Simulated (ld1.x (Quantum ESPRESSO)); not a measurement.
carbon: one change to an RRKJ potential, before and after

ld1.x (Quantum ESPRESSO) 7.5 input, shortened:

```
&input
   title='C', zed=6., rel=1, dft='PBE', iswitch=3,
   config='[He] 2s2 2p2'
 /
 &inputp
   pseudotype=2, tm=.false., lloc=0,
   nlcc=.true., new_core_ps=.true., rcore=0.45
 /
2
2P  2  1   2.00   0.00  1.55  1.55  0.0
2S  1  0   2.00   0.00  1.00  1.00  0.0
 &test
   configts(1)='2s2 2p2'
 /
```

All-electron outer shells of the reference configuration (PBE, scalar-relativistic, ld1.x):

| shell | level (eV) | outermost node (bohr) | outermost maximum (bohr) |
| --- | --- | --- | --- |
| 1s | -273.38 | – | 0.17 |
| 2s | -13.75 | 0.38 | 1.22 |
| 2p | -5.29 | – | 1.20 |

Change: wave 2s (bound): rc 1.00 bohr becomes 2s (bound): rc 0.90 bohr.

Cutoffs: the cutoffs (Ry, on a coarse ladder) from which the occupation-weighted sum of valence levels, in a spherical-Bessel basis at the reference potential, stays within 10 and 1 mRy of its value at 400 Ry; they do not see the model core or the augmentation charge, which bear on the density cutoff. Errors are all-electron minus pseudo energies relative to the spin-unpolarised reference configuration.

Question: What does the change do?

Answer: The potential gets harder (40 Ry and 90 Ry → 50 Ry and 110 Ry); of the 7 tests that both files solve, the error grows in 1 and shrinks in 0 by more than 15 % and 0.3 meV (median size 10.3 → 10.9 meV); neither file shows a bound ghost. A smaller radius makes the pseudo-wave follow the all-electron one further in, where it bends more sharply, so more plane waves are needed.

```csv
quantity,base,changed
"cutoff, loose",40 Ry,50 Ry
"cutoff, tight",90 Ry,110 Ry
bound ghosts,none,none
"error for 2s2 2p1, meV [ΔE 10.86 eV]",+10,+11
"error for 2s2 2p0, meV [ΔE 35.02 eV]",+120,+124
"error for 2s1 2p0, meV [ΔE 83.21 eV]",+269,+268
"error for 2s2 2p2.3, meV [ΔE -1.16 eV]",+0.1,+0.2
"error for 2s2 2p1.5, meV [ΔE 3.96 eV]",+1.2,+1.3
"error for 2s1 2p2, meV [ΔE 19.62 eV]",-7.1,-6.7
"error for 2s0 2p4, meV [ΔE 16.98 eV]",+14,+17
s: phases at 1.69 bohr within 0.05 rad from the reference energy up to (Ry; the scan ends near 5),to the end of the scan,to the end of the scan
p: phases at 1.69 bohr within 0.05 rad from the reference energy up to (Ry; the scan ends near 5),4.3,4.4
```
